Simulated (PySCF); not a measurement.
Compound: GeH₈SSi₂.
Atom-mapped SMILES: `[SH:1][SiH2:2][SiH2:3][GeH3:4]` (hydrogens: H5 on S1; H6, H7 on Si2; H8, H9 on Si3; H10, H11, H12 on Ge4)

Cartesian coordinates in Å at the PBE0-D3(BJ)/def2-SVP level; atoms count from 1:
```xyz
12
GeH8SSi2 angstrom
S      2.5836   -0.9692    0.3468
Si     1.4964    0.8476    0.7550
Si    -0.3485    0.9714   -0.6834
Ge    -1.7045   -0.9579   -0.3304
H      1.5098   -1.7830    0.4544
H      2.4881    1.9360    0.5101
H      1.0445    0.9215    2.1798
H     -1.1630    2.1996   -0.4162
H      0.1286    0.9997   -2.1004
H     -0.8947   -2.2309   -0.6451
H     -2.1429   -1.0214    1.1450
H     -2.9568   -0.9418   -1.2240
```

Linear response at B3LYP/def2-SVPD (PySCF, frozen core in the response, non-relativistic). Relativistic effects, spin–orbit coupling among them, are left out although an element past zinc is present.

Static isotropic polarisability: 117.09 au (17.35 Å³), principal values 98.5, 117.4, 135.4 au.

(1) What is the polarisability at 1064 nm and at the sodium D line?

(2) What is the isotropic C6 coefficient between two such molecules, C6 = (3/π)∫α(iω)² dω?

(3) Which effective excitation energy ω̄ makes London's formula C6 = (3/4)α²ω̄ exact here?

(4) How many electrons N does the Slater–Kirkwood formula C6 = (3/4)·√N·α^(3/2) need to give this C6?

(5) What three-body coefficient follows from the one-pole estimate C9 = (3/4)·α·C6?

(6) How anisotropic is the static polarisability, by Δα² = ½[(α1 − α2)² + (α2 − α3)² + (α3 − α1)²]?

(7) The lowest 10 singlets have (eV, f): 5.28, 0.014; 5.60, 0.020; 6.08, 0.005; 6.25, 0.004; 6.28, 0.038; 6.38, 0.116; 6.54, 0.019; 6.70, 0.048; 6.86, 0.018; 6.89, 0.025. What share of the static polarisability do they carry in the sum over states α = Σ f/ω²?

(8) What molar refraction at the D line follows from R = (4π/3)·N_A·α′, with α′ the polarisability volume?

(9) What n − 1 at the D line would an ideal gas of it have at 273.15 K and 1 atm (2.6868 × 10¹⁹ cm⁻³), by n − 1 = 2π·N·α′?

Results:

(1) 118.67 au at 1064 nm (+1.3 %), 122.44 au at 589.3 nm (+4.6 %). The rise at 589.3 nm is 3.40 times that at 1064 nm; a pure ω² law gives 3.26. The lowest singlet lies at 235 nm, shorter than both wavelengths.

(2) 4195 au (Eh·bohr⁶) by a ten-point quadrature over imaginary frequencies, which is 2510 eV·Å⁶ or 242 J·nm⁶/mol.

(3) ω̄ = 4·C6/(3α²) = 0.408 Eh = 11.1 eV. A one-pole form α(ω) = α/(1 − ω²/ω̄²) fitted to the 1064 nm value gives 10.1 eV. London's choice of the ionisation energy (9.13 eV, ΔSCF at the same level) gives C6 = 3450 au, 18 % too low.

(4) N = (4·C6/3)²/α³ = 19.5; the species has 84 electrons in all.

(5) 368000 au. This is an estimate from the two numbers above, not a computed integral.

(6) Δα = 32.0 au, or 0.27 of the isotropic value.

(7) 5.64 au, 4.8 % of α; the largest term, 2.11 au, is that of the state at 6.38 eV. Their oscillator strengths add up to 0.31. Higher states carry the rest.

(8) α′ = 18.14 Å³ gives R = 45.77 cm³/mol, for isolated, non-vibrating species.

(9) 30.63 × 10⁻⁴, a formal value whether or not that pressure can be reached.

The run took 2.1 min of wall time on one thread of an Arm Neoverse N1, no GPU (shared host), and the process peaked at 0.85 GiB of memory. This is the whole response run at B3LYP/def2-SVPD, SCF included.

One conformer stands for the species.
